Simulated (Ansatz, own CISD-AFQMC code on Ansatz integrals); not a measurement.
CH7BSi, SMILES `BC[SiH3]` (charge 0, multiplicity 1).

Cartesian coordinates (Å):
```xyz
10

B     -1.4835    -0.1625     0.3405
C     -0.3489     0.7298    -0.1732
Si     1.2284    -0.3209    -0.1313
H     -1.7265    -0.2268     1.5120
H     -2.0962    -0.8638    -0.4133
H     -0.4409     1.0359    -1.2197
H     -0.1163     1.5915     0.4598
H      1.5336    -0.7642     1.2534
H      2.3608     0.5013    -0.6312
H      1.0896    -1.5204    -0.9969
```
Charge 0, spin multiplicity 1.

Frozen-core correlation energies in cc-pVDZ at a geometry from PBE0-D3(BJ)/def2-TZVP, on an HF energy of -355.54324 Ha (<S^2> = 0.00). Wave-function levels are from Ansatz, the walk from an own CISD-AFQMC code on Ansatz integrals (time step 0.005/Ha, trial state from CCSD amplitudes, largest double 0.03).

```tsv
level	correlation energy (mHa)
MP2	-336.2
CCSD	-390.9
CCSD(T)	-401.1
```

**Question.** What correlation energy does phaseless AFQMC give, and where does it lie among these levels?

**Answer.** -402.6 ± 0.3 mHa (one standard error). AFQMC minus each level: MP2 -66.5 mHa, CCSD -11.7 mHa, CCSD(T) -1.5 mHa.
